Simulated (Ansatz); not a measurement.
Reaction (formal exchange of groups at the Sn–O bond): `[OH][SnH2][SeH]` + `CC(Cl)Cl` → `[CH3][SnH2][SeH]` + `OC(Cl)Cl`

Calculated with Ansatz (gas phase, PBE0-D4/def2-TZVP geometries, no zero-point term in ΔE). CCSD(T)/CBS adds triple-zeta CCSD(T) − MP2 to the extrapolated MP2 energy (def2 sets, frozen cores). Functionals use def2-TZVPP. Elements past krypton have def2 core potentials. For Se, Sn outer-core shells are correlated without core-valence functions, which leaves a few kJ/mol of doubt a bond. Scalar relativity is left out up to krypton. One conformer a species, not always the lowest.

**Question.** Is it downhill or uphill in electronic energy at CCSD(T)/CBS, and by how much? (Best estimate.)

**Answer.** Ansatz gave: Uphill: ΔE = +71.0 kJ/mol.

**Question.** What do these levels give: LDA (SPW92), BLYP-D4, CAM-B3LYP-D4, r2SCAN, r2SCAN0, BHLYP, CAM-B3LYP, LC-ωPBE, HF/def2-SVP, MP2/def2-SVP, SCS-MP2/def2-TZVPP, MP2/CBS(def2)? (Estimate.)

**Answer.** Computed: LDA (SPW92) 51.0, BLYP-D4 63.6, CAM-B3LYP-D4 66.1, r2SCAN 62.3, r2SCAN0 62.0, BHLYP 67.3, CAM-B3LYP 66.0, LC-ωPBE 65.3, HF/def2-SVP 56.0, MP2/def2-SVP 66.9, SCS-MP2/def2-TZVPP 71.7, MP2/CBS(def2) 75.2 kJ/mol.

**Question.** What do rigid-rotor, harmonic-oscillator terms from PBE0-D4/def2-TZVP frequencies (298.15 K, 1 bar) make of the CCSD(T)/CBS value? (An estimate is asked.)

**Answer.** Ansatz gave: ΔZPE = -1.9 kJ/mol, ΔH = +69.7 kJ/mol, ΔS = 8 J/(mol·K), ΔG = +67.2 kJ/mol.

Largest T1 diagnostic among the species: 0.012.

At CCSD(T), def2-SVP lies −9.7 kJ/mol from the extrapolated value and def2-TZVPP −5.5 kJ/mol. From BLYP to BHLYP (50 % exact exchange), in def2-TZVPP and without D4, ΔE moves by +4.8 kJ/mol.
